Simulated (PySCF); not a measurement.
# Radial density of Se (selenium, neutral)

HSE06, [Ar] 3d10 4s2 4p3 5s1, 5s spin antiparallel (an excited configuration). All numbers are calculated (PySCF 2.14, no relativity, point nucleus, in dyall-av2z (16s12p8d, 92 functions)).

| r (bohr) | 4πr²ρ (e/bohr) | 4πr²(ρα − ρβ) |
| --- | --- | --- |
| 0.000691 | 0.1548 | 0.0000 |
| 0.00116 | 0.4246 | 0.0000 |
| 0.00195 | 1.138 | -0.0001 |
| 0.00329 | 2.942 | -0.0003 |
| 0.00553 | 7.143 | -0.0006 |
| 0.00930 | 15.66 | -0.0012 |
| 0.0156 | 28.88 | -0.0009 |
| 0.0263 | 40.35 | 0.0058 |
| 0.0443 | 38.60 | 0.0358 |
| 0.0744 | 34.71 | 0.0998 |
| 0.125 | 48.13 | 0.0988 |
| 0.211 | 36.89 | -0.0172 |
| 0.354 | 28.27 | 0.2168 |
| 0.596 | 28.58 | 0.0986 |
| 1.00 | 7.790 | 0.3602 |
| 1.69 | 3.471 | 1.6923 |
| 2.84 | 1.039 | 0.6633 |
| 4.77 | 0.3805 | -0.2638 |
| 8.02 | 0.02237 | -0.0224 |

The outer electron is Rydberg-like, and this basis confines it to a smaller radius and binds it less than a complete one would. With the s spin flipped the determinant is a mixture of two multiplicities, not a spectroscopic state.
